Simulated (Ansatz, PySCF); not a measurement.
GeH7NSSi, SMILES [GeH3][S][SiH2]N.

The structure is a stationary point at B3LYP-D3(BJ)/def2-SVP. The structure was generated by enumeration, and PubChem lists no compound with its InChIKey, so it may never have been made. One conformer was computed; it need not be the lowest.

Vertical ionisation energy (IE) and electron affinity (EA) in eV. Rows of orbital energies are one-electron estimates. Where ΔSCF, EOM or ADC give a negative EA the extra electron is unbound and the value depends on the basis.

| level | IE | EA |
|---|---|---|
| −ε(HOMO), −ε(LUMO), B3LYP/def2-TZVP (PySCF) | 6.87 | 0.46 |
| −ε(HOMO), −ε(LUMO), PBE/def2-TZVP (PySCF) | (withheld) | (withheld) |
| ΔSCF, PBE/def2-SVPD (Ansatz), final states of multiplicity 2 and 2 | 8.72 | -0.61 |

Q: What belongs in the gaps? (The exact figures need the calculation; the answer reports its results.)

A: 
- −ε(HOMO), −ε(LUMO), PBE/def2-TZVP (PySCF), IE: 5.90
- −ε(HOMO), −ε(LUMO), PBE/def2-TZVP (PySCF), EA: 1.07

Q: What vertical singlet–triplet gap does ΔSCF give with CAM-B3LYP/def2-SVPD (Ansatz, an electronic-structure program) and with PBE/def2-SVPD (Ansatz)? (Estimate from the structure and the level; the computed values follow.)

A: 5.26 and 4.81 eV (triplet above singlet where positive).
